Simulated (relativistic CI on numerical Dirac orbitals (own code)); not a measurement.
Calculated at this level of theory: Dirac-Coulomb-Breit CI, separate exchange-only KLI orbitals for each configuration, QED by a radiative potential, unscaled Slater integrals (own radial code, finite nucleus).

Configuration list (outside the closed core [Ar] 3d10): 4s²4p⁶4d², 4s²4p⁵4d³, 4s²4p⁶4d4f, 4s4p⁶4d³, 4s²4p⁵4d²4f, 4s4p⁶4d²4f, 4s²4p⁶4d5s, 4s²4p⁶4f5s, 4s²4p⁶4d5p, 4s²4p⁶4d5d, 4s²4p⁵4d²5s, 4s²4p⁶4d5f, 4s²4p⁶5s5p, 4s²4p⁶4d5g, 4s²4p⁶4d6s, 4s4p⁶4d²5s, 4s²4p⁶4d6d, 4s²4p⁶4d6g, 4s²4p⁶4f², 4s²4p⁵4f³, 4s4p⁶4f³, 4p⁶4d⁴, 4p⁵4d⁵, 4p⁵4d⁴4f, 4s²4p⁶4f5p, 4s²4p⁵4f²5p, 4s4p⁶4f²5p, 4s²4p⁶5s², 4s²4p⁵4f5s², 4s4p⁶4f5s², 4s²4p⁶5p², 4s²4p⁵4f5p², 4s4p⁶4f5p², 4p⁶4d³5s, 4p⁵4d⁴5s, 4p⁵4d³4f5s, 4s4p⁶4d5s², 4s4p⁵4d4f5s², 4p⁶4d4f5s². Double excitations out of closed p, d and f shells are left out; levels of such configurations are missing from the list, as are those of other unlisted configurations, and high levels can miss mixing partners. These lack a partner that the ground configuration has and come out too high: 4s²4p⁵4d²5s, 4s4p⁶4d²5s.

At this charge energies of transitions that change n are usually good to better than 1 %, and those within a shell (Δn = 0) to a few per cent. Terms inside the open d or f shell come out 10 to 20 % too wide with unscaled integrals.

Outline of the computed level scheme of Tb XXVIII. Lowest level of each configuration: 4s²4p⁶4d² ³F2 at 0.000 eV; 4s²4p⁵4d³ ⁵F°2 at 122.703 eV.

Some strong electric-dipole decays among the lowest 45 levels: 4s²4p⁵4d³ ³F°2 → 4s²4p⁶4d² ³F2 (1.0e+11 s⁻¹); 4s²4p⁵4d³ ³G°3 → 4s²4p⁶4d² ³F2 (7.7e+10 s⁻¹); 4s²4p⁵4d³ ³F°4 → 4s²4p⁶4d² ³F3 (2.5e+10 s⁻¹); 4s²4p⁵4d³ ³F°2 → 4s²4p⁶4d² ³F2 (2.1e+10 s⁻¹); 4s²4p⁵4d³ ³F°4 → 4s²4p⁶4d² ³F3 (1.1e+10 s⁻¹); 4s²4p⁵4d³ ³D°2 → 4s²4p⁶4d² ³P1 (6.6e+09 s⁻¹); 4s²4p⁵4d³ ³D°3 → 4s²4p⁶4d² ³P2 (5.9e+09 s⁻¹); 4s²4p⁵4d³ ³D°3 → 4s²4p⁶4d² ³F3 (4.8e+09 s⁻¹).

LS names give the leading component of a level, which can be under half, so a name can repeat, a term be missing and a line seem to break the LS rules.
